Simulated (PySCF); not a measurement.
CH7ClO2Si2, SMILES C[Si@@H](O)[Si@H](O)Cl. Geometry: PBE-D3(BJ)/def2-SVP. The structure was generated by enumeration; whether it is a known compound was not checked. One conformer was computed; it need not be the lowest.

Computed equilibrium geometry at PBE-D3(BJ)/def2-SVP (PySCF confirms it by a frequency run) as bond lengths and angles (one conformer of several):
Atoms: C1 Si2 O3 Si4 O5 Cl6 H7 H8 H9 H10 H11 H12 H13. Bond lengths (Å): C1–Si2 1.885, C1–H7 1.110, C1–H8 1.109, C1–H9 1.110, Si2–O3 1.712, Si2–Si4 2.352, Si2–H10 1.509, O3–H11 0.973, Si4–O5 1.677, Si4–Cl6 2.097, Si4–H12 1.498, O5–H13 0.984. Bond angles (°): Si2–C1–H7 111.7, Si2–C1–H8 110.9, Si2–C1–H9 110.0, H7–C1–H8 108.3, H7–C1–H9 107.7, H8–C1–H9 108.1, C1–Si2–O3 112.0, C1–Si2–Si4 115.1, C1–Si2–H10 109.5, O3–Si2–Si4 93.9, O3–Si2–H10 110.1, Si4–Si2–H10 115.3, Si2–O3–H11 117.5, Si2–Si4–O5 101.0, Si2–Si4–Cl6 109.0, Si2–Si4–H12 120.1, O5–Si4–Cl6 112.4, O5–Si4–H12 108.1, Cl6–Si4–H12 106.4, Si4–O5–H13 108.4.
Charge 0, spin multiplicity 1.
